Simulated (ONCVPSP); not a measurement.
# What one change does to a pseudopotential (Ta, ONCV)

```
Element                 : Ta
Generator               : ONCVPSP 4.0.1
Type                    : optimised norm-conserving Vanderbilt (ONCV)
Functional              : PBE
Relativity              : scalar-relativistic
Frozen core             : [Kr] 4d10
Valence charge          : 27
Reference configuration : 4f14 5s2 5p6 5d3 6s1.75 (charge +0.25)
Partial waves           : 5s+6s: rc 1.70 bohr, ncon 3, nbas 7, qcut 8.3 1/bohr, 2 projectors; 5p: rc 1.80 bohr, ncon 5, nbas 9, qcut 9.3 1/bohr, 2 projectors, debl 2.1 Ha; 5d: rc 2.25 bohr, ncon 4, nbas 9, qcut 7.7 1/bohr, 2 projectors, debl 1.8 Ha; 4f: rc 0.60 bohr, ncon 4, nbas 8, qcut 30.8 1/bohr, 2 projectors, debl 2.9 Ha
Local potential         : polynomial inside 0.50 bohr (lpopt 5, dvloc0 6 Ha)
Core correction         : polynomial model core, fcfact 0.6
```

Change: d: qcut 10.

Cutoffs: the cutoffs (Ha) at which the residual kinetic energy of the hardest occupied pseudo-wave falls to 1 and 0.1 mHa per electron; they do not see the model core or the augmentation charge, which bear on the density cutoff. Errors are all-electron minus pseudo energies relative to the spin-unpolarised reference configuration.

**Question.** How do hardness, ghosts and transferability respond?

**Answer.** The potential gets neither clearly harder nor softer (369 Ha and 409 Ha → 369 Ha and 409 Ha); the bound ghosts move from d, f, p, s to f, p, s; the errors of the 4 common tests hardly move.

| quantity | base | changed |
| --- | --- | --- |
| cutoff, loose | 369 Ha | 369 Ha |
| cutoff, tight | 409 Ha | 409 Ha |
| loose cutoff by channel | s 22 Ha, p 28 Ha, d 14 Ha, f 369 Ha | s 22 Ha, p 28 Ha, d 24 Ha, f 369 Ha |
| bound ghosts | s, p, d, f | s, p, f |
| GHOST(+) flags under 300 eV | s at 101.0 eV | s at 101.0 eV |
| error for 4f14 5s2 5p6 5d3 6s2, meV [ΔE -1.54 eV] | +0.6 | +0.6 |
| error for 4f14 5s2 5p6 5d3 6s1, meV [ΔE 6.92 eV] | -2.7 | -2.6 |
| error for 4f14 5s2 5p6 5d3 6s0, meV [ΔE 21.90 eV] | -9.6 | -9.3 |
| error for 4f14 5s2 5p6 5d3 6s0 6p2, meV [ΔE 7.05 eV] | -2.6 | -2.4 |
| s: phases at 1.73 bohr within 0.05 rad from the reference energy up to (Ha; the scan ends near 5) | 3.5 | 3.5 |
| p: phases at 1.83 bohr within 0.05 rad from the reference energy up to (Ha; the scan ends near 5) | to the end of the scan | to the end of the scan |
| d: phases at 2.29 bohr within 0.05 rad from the reference energy up to (Ha; the scan ends near 5) | to the end of the scan | to the end of the scan |
| f: phases at 0.61 bohr within 0.05 rad from the reference energy up to (Ha; the scan ends near 5) | to the end of the scan | to the end of the scan |
| rms error of d²Exc/dni dnj with the model core, mHa | 0.83 | 0.84 |

 A true bound ghost makes a file unfit for plane-wave use even where its test errors are small: the radial tests pick states by their node count and pass the ghost by.
